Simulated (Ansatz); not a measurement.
`[SiH3][SiH2][SeH]` + `O=[C](O)[GeH3]` → `O=C(O)[SiH2][SeH]` + `[SiH3][GeH3]`  (redistribution)

Computed with Ansatz on PBE0-D4/def2-TZVP structures; ΔE is electronic, products minus reactants. CCSD(T)/CBS adds triple-zeta CCSD(T) − MP2 to the extrapolated MP2 energy (def2 sets, frozen cores). Functionals use def2-TZVPP. For Ge, Se outer-core shells are correlated without core-valence functions, which leaves a few kJ/mol of doubt a bond. Scalar relativity is left out up to krypton. Each species was taken in one conformer, which may not be the lowest.

Question: Is it downhill or uphill in electronic energy at CCSD(T)/CBS, and by how much? (An estimate is asked.)

Answer: The calculation gave: Downhill: ΔE = -5.0 kcal/mol.

Question: What do these levels give: PBE-D4, r2SCAN-D4, PBE0-D4, ωB97X-V, B2PLYP, r2SCAN, HF/def2-TZVPP, CCSD(T)/def2-TZVPP, MP2/def2-QZVPP, SCS-MP2/def2-QZVPP, HF/CBS(def2), MP2/CBS(def2)? (Estimate.)

Answer: The calculation gave: PBE-D4 -4.1, r2SCAN-D4 -4.8, PBE0-D4 -4.4, ωB97X-V -4.5, B2PLYP -5.0, r2SCAN -4.8, HF/def2-TZVPP -5.1, CCSD(T)/def2-TZVPP -4.5, MP2/def2-QZVPP -5.1, SCS-MP2/def2-QZVPP -5.0, HF/CBS(def2) -5.1, MP2/CBS(def2) -5.3 kcal/mol.

Largest T1 diagnostic among the species: 0.015.
